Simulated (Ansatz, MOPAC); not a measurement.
Species: phosphorus nitride, PN (charge 0, singlet). SMILES: N#P

Atoms: N1, P2. Bonds: N1-P2.

Bond lengths (Å) and angles (degrees) optimised at PM6 with MOPAC; PM7 with MOPAC; B3LYP/6-31G* with Ansatz (an electronic-structure program), each started from the B3LYP-D3(BJ)/def2-TZVP structure (Ansatz) of the last column. A row stands for all coordinates that are equal there. 6-31G* holds six Cartesian d functions.

```
coordinate    PM6    PM7  B3LYP/6-31G*  B3LYP-D3(BJ)/def2-TZVP
----------  -----  -----  ------------  ----------------------
N1-P2       1.477  1.473         1.495                   1.483
```

Mean signed difference of all 1 bond lengths from B3LYP-D3(BJ)/def2-TZVP: PM6 -0.005 Å, PM7 -0.010 Å, B3LYP/6-31G* 0.012 Å.
